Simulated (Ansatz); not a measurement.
The cluster Ba3Se2, 5 atoms. Hardware: 4 threads of Arm Neoverse V2 on a shared host.

In the def2 sets Ba takes a core potential; there is no spin–orbit coupling. Correlated methods freeze 18 core orbitals; core or outer-core shells of Ba, Se are correlated, in sets that lack core-valence functions.

(1) How many basis functions does each of these Ansatz runs have, and roughly what does it cost? CCSD(T)/def2-SVP, charge 0 singlet, energy, from earlier orbitals; MP2/def2-TZVP, charge 0 singlet, energy, from earlier orbitals; BLYP-D4/def2-TZVP, charge 0 singlet, energy, from earlier orbitals; PBE-D4/def2-TZVP, charge 0 singlet, energy and forces, from earlier orbitals; LC-ωPBE/def2-TZVP, charge 0 singlet, energy, from earlier orbitals; PBE0-D4/def2-SVP, charge 0 singlet, relaxation, 22 steps; PBE0-D4/def2-SVP, charge 0 singlet, energy, from earlier orbitals; PBE0-D4/def2-TZVP, charge 0 singlet, energy, from earlier orbitals; r2SCAN-D4/def2-TZVP, charge 0 singlet, energy, from earlier orbitals; PBE-D4/def2-SVP, charge 0 singlet, energy, from earlier orbitals; HF/def2-TZVP, charge 0 singlet, energy, from earlier orbitals.

Answers

(1) Other jobs shared the machine, so times can vary by a factor of up to 3. A dash marks memory too small to be measured apart from the calling script's.

```tsv
run	functions	fitting or Cholesky vectors	wall time	peak host memory (GiB)
PBE-D4/def2-SVP, charge 0 singlet, energy, from earlier orbitals	154	1481	4.7 s	–
HF/def2-TZVP, charge 0 singlet, energy, from earlier orbitals	216	2013	5.5 s	0.9
PBE-D4/def2-TZVP, charge 0 singlet, energy and forces, from earlier orbitals	216	1635	5.5 s	–
PBE0-D4/def2-SVP, charge 0 singlet, energy, from earlier orbitals	154	1229	6 s	–
LC-ωPBE/def2-TZVP, charge 0 singlet, energy, from earlier orbitals	216	1635	6.5 s	0.55
BLYP-D4/def2-TZVP, charge 0 singlet, energy, from earlier orbitals	216	1635	6.5 s	–
PBE0-D4/def2-TZVP, charge 0 singlet, energy, from earlier orbitals	216	1712	7 s	0.88
MP2/def2-TZVP, charge 0 singlet, energy, from earlier orbitals	216	1385	7.5 s	0.73
r2SCAN-D4/def2-TZVP, charge 0 singlet, energy, from earlier orbitals	216	1635	12 s	–
CCSD(T)/def2-SVP, charge 0 singlet, energy, from earlier orbitals	154	1229	99 s	1.6
PBE0-D4/def2-SVP, charge 0 singlet, relaxation, 22 steps	154	1333	1.8 min	–
```
